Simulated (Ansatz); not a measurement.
# Which isomer of H7SbSi2 gives these data?

These gas-phase data were calculated for one isomer of H7SbSi2 at PBE0-D3(BJ)/def2-SVP (harmonic, unscaled wavenumbers; equilibrium rotational constants with average atomic masses):

| Property | Result |
| --- | --- |
| rotational constants | 3.245, 2.222, 1.383 GHz |
| all wavenumbers above 1500 cm⁻¹ | 2238, 2237, 2236, 2233, 2221, 2218, 1953 |
| dipole moment | 0.13 D (PBE0/def2-TZVPD) |

Candidates:

(1) `[SiH3][SbH][SiH3]`, a singlet
(2) `[SiH3][SiH2][SbH2]`, a singlet

Q: Which candidate do the data belong to?

A: Candidate (1). 6 modes lie between 2000 and 2380 cm⁻¹, one for each Si–H bond, while (2) has 5.

The same quantities for all candidates:

|  | rotational constants (GHz) | wavenumbers above 1500 cm⁻¹ | dipole (D) | E above the lowest, PBE0-D3(BJ)/def2-SVP (kcal/mol) |
| --- | --- | --- | --- | --- |
| (1) | 3.245, 2.222, 1.383 | 2238, 2237, 2236, 2233, 2221, 2218, 1953 | 0.13 | 0.0 |
| (2) | 7.988, 1.053, 0.9623 | 2236, 2230, 2219, 2219, 2209, 1959, 1952 | 0.29 | 6.5 |

Each candidate is one conformer. Atoms past krypton carry core potentials. Programs: Ansatz 0.2.0.
